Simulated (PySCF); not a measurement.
A PySCF script (with the pyscf-properties extension) for the NMR shieldings of `FC([SiH2]N[SiH2]C#C)(F)F`, C₃H₆F₃NSi₂, on a GFN2-xTB geometry:

```python
import basis_set_exchange as bse
import numpy as np
from pyscf import gto, dft
from pyscf.prop import nmr

atoms = """
C     3.550670   -0.811594   -0.585109
C     2.725261    0.056029   -0.471706
Si    1.453265    1.386536   -0.272381
N    -0.062897    0.662945    0.229011
Si   -1.070498   -0.360062   -0.699508
C    -2.574765   -0.688260    0.477836
F    -3.404749   -1.642132    0.012410
F    -2.197033   -1.096297    1.710950
F    -3.341382    0.404244    0.677826
H     4.271847   -1.571767   -0.686833
H     1.833914    2.302102    0.803746
H     1.209483    2.011014   -1.571946
H    -0.253493    0.710879    1.218363
H    -1.614544    0.326884   -1.866365
H    -0.529492   -1.682533   -1.009517
"""
names = dict.fromkeys(["C", "Si", "N", "F", "H"], "pcSseg-1")
basis = {el: gto.basis.parse(bse.get_basis(n, elements=[el], fmt="nwchem")) for el, n in names.items()}
mol = gto.M(atom=atoms, basis=basis, charge=0, verbose=0)
mf = dft.RKS(mol, xc="PBE0")
mf.grids.level = 2
mf.grids.alignment = dft.numint.BLKSIZE   # the property module wants whole blocks of grid points
mf.conv_tol = 1e-9
mf.kernel()

calc = nmr.RKS(mf)   # GIAO
C = mf.mo_coeff
Co = C[:, mf.mo_occ > 0]
resp = mf.gen_response(singlet=True, hermi=2)
def vind(x):   # induced exchange potential for any number of trial vectors
    d = np.einsum("pi,xij,qj->xpq", C, 2 * x.reshape(-1, C.shape[1], Co.shape[1]), Co, optimize=True)
    return np.einsum("xpq,pi,qj->xij", resp(d - d.transpose(0, 2, 1)), C, Co, optimize=True).ravel()
mo1, _ = nmr.rhf.solve_mo1(calc, with_cphf=vind)
sigma = calc.kernel(mo1)
for i, s in enumerate(sigma):   # ppm
    print("%2d %-2s %9.2f" % (i, mol.atom_pure_symbol(i), np.trace(s) / 3))
```

Task: What are the results?

Result: 
```
 0 C      82.44
 1 C      98.61
 2 Si    409.10
 3 N     262.35
 4 Si    390.62
 5 C      47.72
 6 F     248.39
 7 F     249.82
 8 F     245.44
 9 H      29.60
10 H      26.71
11 H      26.78
12 H      31.14
13 H      26.88
14 H      26.72
```

These numbers come from an equivalent density-fitted implementation of the same equations, which agrees with the script to about 0.01 ppm for H and up to a few tenths of a ppm for heavy atoms, so last digits may differ.

Task: Turn these shieldings into chemical shifts. References, each an isolated molecule treated in the same way: TMS for ¹³C (σref 186.93) and ²⁹Si (σref 349.16) and ¹H (σref 31.72); NH3 for ¹⁵N (σref 267.73); CFCl3 for ¹⁹F (σref 170.95).

Result: Averaging equivalent atoms: C 5: 139.2; C 0: 104.5; C 1: 88.3; Si 4: -41.5; Si 2: -59.9; N 3: 5.4; F 6/7/8: -76.9; H 10/11: 4.97; H 13/14: 4.92; H 9: 2.12; H 12: 0.58 ppm. Unscaled 19F shifts against computed CFCl3 carry errors that often reach 10 to 50 ppm. Experimental scales use liquid or dissolved standards, which lie at an offset from isolated NH3 (liquid NH3: subtract about 20 ppm).

Size and cost of the density-fitted run: 197 basis functions, 60 s wall time on 1 thread of an Arm Neoverse N1, shared host; peak memory 1 GiB.
